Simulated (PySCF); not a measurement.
Dipole response of Cl⁺ (chlorine, charge +1)

[Ne] 3s2 3p4, high-spin 3P determinant. All numbers are calculated (PySCF 2.14, the spin-free X2C one-electron Hamiltonian (Gaussian nucleus), in aug-cc-pVDZ-DK (5s4p2d, 27 functions)). Coupled (time-dependent) response in atomic units; α is the mean over directions. A double-zeta set is small for polarisabilities.

```tsv
method	mean α (bohr³)	α xx, yy, zz	C₆ (like pair)	S(−4)
UHF	8.426	8.308, 8.661, 8.308	40.77	15.70
PBE	8.587	8.398, 8.967, 8.398	41.58	16.74
PBE0	8.497	8.334, 8.823, 8.334	41.07	16.16
MN15	8.324	8.270, 8.433, 8.270	38.67	16.66
M06	8.757	8.565, 9.141, 8.565	42.17	18.04
```

S(−4) is the Cauchy moment in α(ω) = α(0) + S(−4) ω² + …

α(iu) at PBE0:

```csv
u (hartree),α(iu) (bohr³)
0,8.497
0.0500,8.457
0.100,8.339
0.200,7.904
0.300,7.285
0.500,5.863
0.750,4.288
1.00,3.138
1.50,1.795
2.00,1.131
3.00,0.5552
5.00,0.2156
```

A single London oscillator, α(iu) = α/(1 + u²/ω²), gives C₆ = (3/4) ω α². Matching the computed C₆ needs ω = 4 × 41.07 / (3 × 8.497²) = 0.758 hartree.

For an ion, C₆ is the dispersion term alone; charge-induced terms of lower order in 1/R come first.

The components differ because the open shell of this determinant is not spherical; for a pure term their mean is the scalar polarisability.
